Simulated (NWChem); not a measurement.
# BeH2; SMILES [BeH2]

All runs: NWChem. Each level has its own optimisation; frequencies are unscaled.

For level BP86/def2-TZVP:

```yaml
highest harmonic frequency (cm⁻¹): 2181
lowest (cm⁻¹): 700
```

Q: Estimate the same quantities for level PBE0/def2-SVP.

A: The highest harmonic frequency (cm⁻¹) is 2247 and the lowest (cm⁻¹) is 755.
